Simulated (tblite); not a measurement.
Species: stannane, SnH4.
SMILES: `[SnH4]`

Calculated harmonic vibrations of the isolated species, GFN2-xTB (tblite), most abundant isotopes, no scaling. The method is semi-empirical: single wavenumbers can be off by several per cent or more. Modes of hydrogen on tin can be 10 to 20 % off.

Harmonic wavenumbers (cm⁻¹): 674.4, 674.8, 674.9, 781.1, 781.4, 1686.4, 1925.0, 1927.4, 1928.0.

A = 70058, B = 70050, C = 70032 MHz; mass 123.933 u (most abundant isotopes); point group Td, symmetry number 12.

Task: Zero-point energy?

Result: ½Σν̃ = 5527 cm⁻¹ = 66.12 kJ/mol.

Task: What is S at 350 K and 1 bar for an ideal gas of classical rigid rotors and harmonic oscillators?

Result: Translation 172.30, rotation 54.51, vibration 9.29: S = 236.1 J/(mol K).

Task: And Cp and H(350 K) − H(0)?

Result: Cp = 55.35 J/(mol K), of which vibrations give 22.09 (their classical limit is 9 R = 74.8); H(350 K) − H(0) = 14.08 kJ/mol without the zero-point energy, 2.44 from vibrations.

Task: What must be added to the electronic energy to get the Gibbs energy at 350 K and 1 bar?

Result: ZPE + [H(350 K) − H(0)] − T·S = 66.12 + 14.08 − 82.63 = -2.43 kJ/mol.

Task: How do the functions run with temperature in this model?

Result: 
| T (K) | S (J/(mol K)) | Cp (J/(mol K)) | H − H(0) (kJ/mol) | G − H(0) (kJ/mol) | ln q(vib) |
| --- | --- | --- | --- | --- | --- |
| 100 | 185.2 | 33.4 | 3.33 | -15.19 | 0.00 |
| 200 | 209.7 | 39.8 | 6.91 | -35.04 | 0.03 |
| 300 | 227.9 | 50.5 | 11.43 | -56.95 | 0.17 |
| 500 | 257.9 | 67.3 | 23.32 | -105.65 | 0.71 |
| 800 | 293.4 | 83.5 | 46.17 | -188.58 | 1.77 |
| 1000 | 312.8 | 90.2 | 63.59 | -249.25 | 2.50 |

q(vib) and H(0) count from the zero-point level.

Task: Which modes carry the vibrational entropy at 350 K?

Result: 674.4 cm⁻¹: 2.07; 674.8 cm⁻¹: 2.07; 674.9 cm⁻¹: 2.07; 781.1 cm⁻¹: 1.46; 781.4 cm⁻¹: 1.46; 1686.4 cm⁻¹: 0.06 J/(mol K); the other 3 give 0.08 together.

Time: under 0.1 s wall. Hardware: one thread of an Arm Neoverse N1, on a shared host. This covers the Hessian and the dipole derivatives.
